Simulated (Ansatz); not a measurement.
FGeH (SMILES [F][GeH]) at its CCSD(T)/cc-pVTZ minimum, average atomic masses, point group Cs.
(charge 0, multiplicity 1):
```xyz
3

Ge    -0.118    -0.227     0.252
H     -0.991    -1.057    -0.815
F      0.505     0.922    -0.918
```

Cores are frozen in the correlated methods. Filled d and f shells under p-block atoms count as core.

The values were computed with Ansatz (a program for electronic structure) with Gaussian orbitals. 

Harmonic frequencies (cm⁻¹): 681 780 1883.

Task: Work out the rotational constants, the zero-point energy, and the ideal-gas entropy and heat capacity at 298.15 K and 1 bar (rigid rotor, harmonic oscillator).

Result: 
Principal moments 2.544, 46.598, 49.143 u Å² give 16.8576/I = 6.626, 0.3618, 0.3430 cm⁻¹. Zero point: Σω/2 = 1672 cm⁻¹ = 4.78 kcal/mol. Translation R(1.5 ln M + 2.5 ln T − 1.1517) with M = 92.636 u: 165.34 J/(mol K). Rotation with σ = 1: q = 5831.0, S = R(ln q + 3/2) = 84.57. Vibration, summed over R(u/(eᵘ − 1) − ln(1 − e⁻ᵘ)) with u = 1.43878ω/T: 2.32, of which the lowest mode gives 1.38. S° = 252.2 J/(mol K); C_p = 4R + 6.56 = 39.82 J/(mol K).

Doubts at one or more of the structures used: a restricted determinant that unrestricted orbitals would lower (CCSD(T)/cc-pVTZ).
